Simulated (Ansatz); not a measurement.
`[NH2][Ti]([Cl])([Cl])[Cl]`, relaxed with RKS PBE-D4/def2-SVP in Ansatz from a rough embedded geometry. The force threshold is 0.03 eV/Å; the program also tests the step.

Total charge 0; spin multiplicity 1.

Start:

```xyz
7

N     0.224    0.577    1.263
Ti    0.107   -0.319   -0.539
Cl    0.689   -2.534   -0.266
Cl   -2.011   -0.231   -1.386
Cl    1.564    0.701   -2.066
H    -0.105    1.633    1.107
H    -0.469    0.173    1.887
```

```
        step  energy (eV)  largest force (eV/Å)  largest move (Å)
           1  -62173.1688                 3.648             0.000
           2  -62173.8730                 1.021             0.166
           3  -62174.0105                 0.348             0.200
           4  -62174.0210                 0.141             0.035
5 (rejected)  -62174.0197                 0.239             0.027
           6  -62174.0218                 0.005             0.009
```

End:

```xyz
7

N    -0.018    0.563    1.026
Ti    0.046   -0.331   -0.585
Cl    0.622   -2.397   -0.138
Cl   -1.959   -0.292   -1.496
Cl    1.457    0.757   -1.862
H     0.099    1.578    1.130
H    -0.247    0.122    1.924
```

Hardware: 4 threads of a server CPU on a shared host. Wall time 11 s, peak host memory 0.18 GiB.
